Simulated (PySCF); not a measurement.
Si(F)2(Me)(Cl) (CH₃ClF₂Si), SMILES C[Si](F)(F)Cl. Coordinates come from a PBE-D3(BJ)/def2-SVP optimisation.

All values below come from PBE-D3(BJ)/def2-SVP run with PySCF.

Harmonic wavenumbers (cm⁻¹): 129, 173, 191, 245, 282, 319, 525, 712, 761, 786, 888, 949, 1233, 1373, 1376, 2990, 3094, 3098. Rotational constants (GHz): 3.596, 2.307, 2.220; symmetry number 1.

Work out the zero-point energy and the ideal-gas rigid-rotor harmonic-oscillator thermochemistry at 298.15 K and 1 atm.

ZPE = ½ Σ hcν = ½ × 19124 cm⁻¹ = 27.34 kcal/mol. H − E(el) = 32.10 kcal/mol. Entropy in cal/(mol K): translation 40.17, rotation 27.26, vibration 13.88, total 81.31. G − E(el) = 7.86 kcal/mol. Cp = 23.48 cal/(mol K). Modes under 150 cm⁻¹ make the vibrational entropy uncertain.
